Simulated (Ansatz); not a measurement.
Geometry optimisation, RKS B3LYP-D4/def2-SVP in Ansatz.

The input (input.yaml):

```yaml
crystal:
  periodic: [false, false, false]
  atoms:
    - { symbol: Ga, position_ang: [-1.523361, 0.385477, -0.809964] }
    - { symbol: Cl, position_ang: [0.419934, -2.278458, 0.453873] }
    - { symbol: H, position_ang: [-1.501129, -0.140123, -2.278119] }
    - { symbol: H, position_ang: [-2.559138, 0.341806, 0.354662] }
    - { symbol: H, position_ang: [1.7131, 1.088774, 0.720983] }
    - { symbol: F, position_ang: [-0.099437, 1.396429, -0.425794] }
    - { symbol: H, position_ang: [1.269181, -1.337555, 0.797697] }
    - { symbol: F, position_ang: [2.280851, 0.54355, 1.186661] }
basis:
  gaussian: { orbitals: def2-SVP }
hamiltonian:
  xc: b3lyp
  dispersion: d4
relax:
  f_tol: 0.03
  max_steps: 50
```

Run as:

```bash
$ ansatz run input.yaml --threads 2 --pin off --max-ram 3072MiB --backend cpu --events-out ev --progress --plain --runs-dir out
```

**Question.** Where does it end, and by what steps?

**Answer.** The forces met the threshold. After 19 steps the energy has fallen by 0.936 eV; H5 moved furthest, 0.80 Å. Parted: Cl2–H7 (1.31 → 1.92 Å), H5–F8 (0.91 → 1.41 Å). Joined: Ga1–Cl2 (3.53 → 2.29 Å), H5–F6 (2.17 → 0.99 Å), H7–F8 (2.17 → 0.98 Å).

```csv
step,energy less start (eV),largest force component (eV/Å),accepted
0,0.0000,0.953,yes
1,-0.2348,0.618,yes
2,-0.4796,0.447,yes
3,-0.6012,0.442,yes
4,-0.6240,0.596,yes
5,-0.6521,0.456,yes
6,-0.6635,0.263,yes
7,-0.6688,0.038,yes
8,-0.6697,0.052,yes
9,-0.6782,0.433,yes
10,-0.7009,1.095,yes
11,-0.7371,1.432,yes
12,-0.8730,0.806,yes
13,-0.7853,1.292,no
14,-0.9215,0.298,yes
15,-0.9159,0.338,no
16,-0.9325,0.225,yes
17,-0.9322,0.203,no
18,-0.9351,0.113,yes
19,-0.9355,0.027,yes
```

```xyz
8
Properties=species:S:1:pos:R:3
Ga -1.218 -0.097 -0.577
Cl 0.021 -1.846 0.236
H -1.173 -0.090 -2.133
H -2.287 0.327 0.473
H 1.025 0.959 0.324
F 0.255 1.334 -0.177
H 1.443 -0.710 0.856
F 1.934 0.122 0.998
```

Run time: 38 s on 2 threads of AMD EPYC 9R14 (Zen 4), with other jobs on the host, peak memory 0.24 GiB.
